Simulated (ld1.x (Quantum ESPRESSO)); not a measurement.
Building the RRKJ potential for La (PBE, fully relativistic).

La (Z = 57), norm-conserving RRKJ (Kleinman–Bylander form), made with ld1.x (Quantum ESPRESSO) 7.5 (PBE, fully relativistic). Core [Kr] 4d10, reference 4f0 5s2 5p6 5d1 6s2 6p0. Waves: 5p (bound): rc 3.15 bohr; 5d (bound): rc 2.30 bohr; 4f (bound, empty): rc 1.50 bohr; 5s (bound): rc 2.45 bohr. Local part: the s channel. Core correction: none.

Open shells are filled in proportion to 2j + 1 (rel_dist='average').

Occupied shells without a wave of their own: 6s. They enter only through the test configuration that unscreens the potential.

All-electron outer shells of the reference configuration (PBE, scalar-relativistic, ld1.x):

```
shell  level (eV)  outermost node (bohr)  outermost maximum (bohr)
   4p     -200.00                   0.34                      0.63
   4d     -103.85                   0.32                      0.68
   5s      -38.92                   0.77                      1.41
   5p      -22.40                   0.83                      1.58
   4f       -4.35                      –                      0.75
   6s       -3.68                   1.86                      3.84
   5d       -3.09                   0.95                      2.21
   6p       -1.35                   2.21                      4.93
```

Results:

```json
{
 "Configuration tests": "no test is counted, since the test run did not reproduce the reference configuration"
}
```

A Bessel basis up to 400 Ry misses an occupied level by 0.24 Ry, so cutoffs and ghosts were not judged. The potential misses its own reference levels by up to 0.9 eV.

Generation and tests took about 4.8 s on one core of a shared server CPU.
